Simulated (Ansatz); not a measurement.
Gas-phase electronic energies from Ansatz, PBE0-D4/def2-TZVP geometries. CCSD(T)/CBS is the MP2 limit (def2-TZVPP, def2-QZVPP) plus CCSD(T) − MP2 in def2-TZVPP, frozen cores. DFT in def2-TZVPP. One conformer a species, not always the lowest.

Reaction (formal exchange of groups at the Si–H bond): `CN([SiH2]O)[SiH2]Cl` + `O=CC(O)F` → `CN([SiH2]Cl)[SiH](O)F` + `O=CCO`

`CN([SiH2]O)[SiH2]Cl`:

Z-matrix (Å, degrees):
```
C
N 1 1.463
H 1 1.092 2 110.5
H 1 1.094 2 111.2 3 -118.9
H 1 1.095 2 111.8 3 120.3
Si 2 1.734 1 117.6 3 179.4
Si 2 1.707 1 120.4 3 -11.5
O 6 1.640 2 109.2 1 155.2
H 6 1.481 2 112.8 1 -88.4
H 6 1.489 2 106.7 1 32.2
Cl 7 2.079 2 112.2 1 -94.2
H 7 1.480 2 108.7 1 22.8
H 7 1.476 2 111.5 1 148.0
H 8 0.960 6 117.9 2 -59.3
```

`O=CC(O)F`:

Cartesian coordinates in Å:
```
O 1.721 0.244 -0.204
C 0.812 0.032 0.547
C -0.630 0.010 0.044
O -0.707 0.346 -1.261
F -1.043 -1.300 0.269
H 0.965 -0.203 1.615
H -1.293 0.647 0.637
H 0.175 0.224 -1.647
```

`CN([SiH2]Cl)[SiH](O)F`:

Z-matrix (Å, degrees):
```
C
N 1 1.466
H 1 1.092 2 111.2
H 1 1.093 2 111.7 3 121.2
H 1 1.094 2 110.4 3 -118.8
Si 2 1.715 1 119.6 3 -36.1
Si 2 1.714 1 118.9 3 139.4
Cl 6 2.076 2 111.0 1 102.9
H 6 1.479 2 108.5 1 -14.0
H 6 1.476 2 112.2 1 -139.4
O 7 1.628 2 109.3 1 -161.3
F 7 1.589 2 112.2 1 82.8
H 7 1.477 2 109.2 1 -34.6
H 11 0.960 7 118.5 2 53.0
```

`O=CCO`:

Cartesian coordinates in Å:
```
O 1.010 -0.411 1.336
C 0.847 0.251 0.345
C -0.393 0.132 -0.484
O -1.278 -0.804 0.029
H 1.607 0.979 0.002
H -0.851 1.133 -0.543
H -0.084 -0.122 -1.511
H -0.857 -1.159 0.826
```

(1) Is it downhill or uphill in electronic energy at CCSD(T)/CBS, and by how much? (Estimate.)

(2) What do these levels give: PBE0-D4, ωB97X-V, B2PLYP, PBE, r2SCAN, MP2/CBS(def2)? (An estimate is asked.)

Largest T1 diagnostic among the species: 0.014.

Answers

(1) Ansatz gave: Downhill: ΔE = -2.30 eV.

(2) The calculation gave: PBE0-D4 -2.19, ωB97X-V -2.17, B2PLYP -2.25, PBE -2.11, r2SCAN -2.24, MP2/CBS(def2) -2.39 eV.

From PBE to PBE0 (25 % exact exchange), in def2-TZVPP and without D4, ΔE moves by −0.07 eV.
